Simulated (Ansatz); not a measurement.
The cluster Ga₃. Charge 0, multiplicity 2. Geometry PBE-D4/def2-TZVP, that of the charge +1 singlet; atoms count from 1.

Cartesian coordinates in Å:
```
Ga 0.404 -0.233 -1.411
Ga -0.268 1.381 0.478
Ga -0.135 -1.149 0.933
```

The structure comes from a short search, and lower isomers may exist.

**Question.** Estimate the Mulliken populations from the PBE0/def2-TZVP orbitals of Ansatz.

**Answer.** 
```tsv
atom	charge (e)	spin (α − β)
Ga1	0.00	0.33
Ga2	0.00	0.33
Ga3	0.00	0.33
```
Mulliken values depend strongly on the basis.

**Question.** Where does the spin sit?

**Answer.** Summed by element: Ga 1.00, of 1 unpaired in all. Largest on single atoms: Ga1 0.33, Ga3 0.33, Ga2 0.33.

**Question.** And the Mayer bond orders between heavy atoms (over 0.3)?

**Answer.** Ga1–Ga2 0.99 (2.57 Å); Ga1–Ga3 1.00 (2.57 Å); Ga2–Ga3 0.99 (2.57 Å).
